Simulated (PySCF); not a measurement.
A calculated (M06-L, PySCF 2.14, pcseg-2, no relativity, point nucleus) atom or ion has these occupied shells.

| shell | electrons | orbital energy (eV) | rms radius, mean of both spins (bohr) |
| --- | --- | --- | --- |
| 1s α | 1 | -13942.1 | 0.0491 |
| 1s β | 1 | -13942.0 | 0.0491 |
| 2s α | 1 | -1833.6 | 0.204 |
| 2s β | 1 | -1833.6 | 0.204 |
| 2p α | 3 | -1655.6 | 0.179 |
| 2p β | 3 | -1655.5 | 0.179 |
| 3s α | 1 | -274.28 | 0.577 |
| 3s β | 1 | -274.20 | 0.577 |
| 3p α | 3 | -210.12 | 0.588 |
| 3p β | 3 | -210.01 | 0.588 |
| 3d α | 5 | -96.683 | 0.612 |
| 3d β | 5 | -96.559 | 0.612 |
| 4s α | 1 | -34.372 | 1.69 |
| 4s β | 1 | -32.826 | 1.69 |
| 4p α | 3 | -20.320 | 1.96 |
| 4p β | 2 | -19.248 | 1.96 |

(1) Name the element and its charge.

## Answers

(1) Kr+ (krypton, charge +1), in [Ar] 3d10 4s2 4p5, 2P determinant.
